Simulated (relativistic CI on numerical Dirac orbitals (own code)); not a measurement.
## Sc II: sensitivity of the levels to the model

Base calculation: Dirac-Coulomb-Breit CI, separate exchange-only KLI orbitals for each configuration, model QED (radiative potential, 1s self-energy scaled to tabulated hydrogen-like ionisation energies), valence Slater integrals scaled by 0.85, P86 correlation energy added to each configuration.

CI space (outside the closed core [Ar]): 3d.4s, 3d2, 4s2, 3d.4p, 3d.4d, 4s.4p, 3d.4f, 3d.5s, 4p2, 3d.5p, 4s.5p, 3d.6s, 3d.5d, 4s.6s, 3d.6p, 4s.5d. Levels of other configurations are missing.

The lowest level and the first level of each name with at least 55 % of one term (blank where a level has no safe partner in the second run):

```csv
Level,Base (cm⁻¹),Shift (cm⁻¹)
3d.4s 3D_1,0.0,0.0
3d.4s 3D_2,56.2,+0.6
3d.4s 3D_3,146.3,+0.3
3d.4s 1D_2,2598.8,+558.0
3d2 3F_2,5083.6,+45.3
3d2 3F_3,5138.0,+48.1
3d2 3F_4,5208.2,+52.0
4s2 1S_0,11904.9,+2847.1
3d2 1D_2,12526.7,+713.3
3d2 3P_0,13123.6,+207.4
3d2 3P_1,13143.4,+205.4
3d2 3P_2,13178.2,+215.9
3d2 1G_4,15610.9,+34.2
3d.4p 1D°_2,25039.2,
3d.4p 3F°_2,26306.7,
3d.4p 3F°_3,26441.7,
3d.4p 3F°_4,26642.3,
3d.4p 3D°_1,26803.8,
3d.4p 3D°_2,26890.5,
3d.4p 3D°_3,27009.7,
3d.4p 3P°_0,28377.7,
3d.4p 3P°_1,28390.7,
```

For a near-neutral ion this model can misplace configurations by up to about 10,000 cm⁻¹ (more where the count of f electrons changes) and terms by 10 to 25 % of their spread. Rates follow the energies as ν³ (E1, M1) or ν⁵ (E2), so they and the lifetimes can be off by large factors. The fine structure of a lone outer electron comes out too small, for d and f at times inverted, and misplaced configurations move strength between like terms. 25 of the 25 excited levels that our extract of the measured tables holds in this range could be paired (the sources list more); they are missed by 930 cm⁻¹ on average and 2474 at most, and levels without a partner can miss by more.

(1) One thing was changed in a second run, which moved the levels as shown. Which?
A. self-excluded LDA correlation estimate
B. only the first 3 configurations
C. Breit term removed
D. QED terms removed
E. valence Slater integrals scaled by 0.75
F. one mean potential for all configurations

Answers

(1) B. Only the first 3 configurations. With fewer configurations the levels that remain lose their mixing partners.
